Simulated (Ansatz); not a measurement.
`BCBF` and `CBF` differ in one atom or group.

Ansatz, PBE0-D4/def2-TZVP geometries, multiplicity 1. Each molecule was computed in one conformer, which needn't be the lowest.

```
                                        property  `BCBF`
             LUMO energy (B3LYP/def2-TZVPP) / eV   -1.97
               LUMO energy (PBE/def2-TZVPP) / eV   -2.73
size of the dipole moment (B3LYP/def2-TZVPP) / D    1.17
           LUMO energy (ωB97M-V/def2-TZVPP) / eV    0.22
           HOMO–LUMO gap (B3LYP/def2-TZVPP) / eV    6.79
               HOMO energy (PBE/def2-TZVPP) / eV   -7.51
```

Question: What does the change do to each property? (An estimate is asked.)

Answer: Computed: 
```
                                        property  `CBF`  shift
             LUMO energy (B3LYP/def2-TZVPP) / eV  -0.72   1.25
               LUMO energy (PBE/def2-TZVPP) / eV  -1.49   1.24
size of the dipole moment (B3LYP/def2-TZVPP) / D   1.30   0.13
           LUMO energy (ωB97M-V/def2-TZVPP) / eV   1.51   1.29
           HOMO–LUMO gap (B3LYP/def2-TZVPP) / eV   8.06   1.27
               HOMO energy (PBE/def2-TZVPP) / eV  -7.41   0.10
```

The zero-point energy changes by -30.2 kJ/mol with -6 modes. Dipoles are sizes alone; their direction can turn.

B3LYP here is the variant with VWN-RPA as its local correlation; programs differ in this.
